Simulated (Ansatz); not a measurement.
`[F][Cd][Cl]` + CH₃SH → `C[S][Cd][F]` + HCl at 500 K and 1 bar (ligand exchange at a Cd–Cl bond).

Computed with Ansatz on PBE0-D4/def2-TZVP structures; ΔE is electronic, products minus reactants. CCSD(T)/CBS adds triple-zeta CCSD(T) − MP2 to the extrapolated MP2 energy (def2 sets, frozen cores). This one scheme is used for every species. Elements past krypton have def2 core potentials. For Cd outer-core shells are correlated without core-valence functions, which leaves a few kJ/mol of doubt a bond. Each species was taken in one conformer, which may not be the lowest.

```tsv
species	CCSD(T)/CBS energy (Eh)	H − E (kJ/mol)	S (J/(mol·K))
`[F][Cd][Cl]`	-727.34376	32.6	310.7
CH₃SH	-438.22835	145.1	283.7
`C[S][Cd][F]`	-705.17805	144.4	393.6
HCl	-460.38127	32.5	201.9
```

H − E and S are ideal-gas, rigid-rotor, harmonic terms from PBE0-D4/def2-TZVP, for one conformer and one mirror image of each species. 1 Eh = 2625.50 kJ/mol, R = 8.31446 J/(mol·K).

Task: By hand: ΔE, ΔH, ΔS and ΔG.

Result: ΔE = (-705.17805) + (-460.38127) − (-727.34376) − (-438.22835) = 0.01279 Eh = 33.6 kJ/mol. Δ(H − E) = 144.4 + 32.5 − 32.6 − 145.1 = -0.8, so ΔH = 32.8 kJ/mol. ΔS = 393.6 + 201.9 − 310.7 − 283.7 = 1.1 J/(mol·K). ΔG = 32.8 − 500 × (1.1)/1000 = 32.2 kJ/mol.

Task: By hand: the equilibrium constant, and the temperature at which ΔG would vanish if ΔH and ΔS stayed fixed.

Result: log₁₀ K = −ΔG/(RT ln 10) = -3.4. ΔG = 0 at ΔH/ΔS = 29818 K, far beyond where these terms or the molecules hold.

The number of gas molecules stays the same, so ΔS is small and ΔH decides. A doubt of 5 kJ/mol in ΔE shifts log₁₀ K by 0.5 here. Other conformers and mirror images would add mixing entropy, several J/(mol·K) or more a flexible species. These are equilibria of isolated gas molecules and say nothing of rates. Largest T1 diagnostic: 0.015 (customary marks: 0.02 for closed shells, 0.045 for open ones).
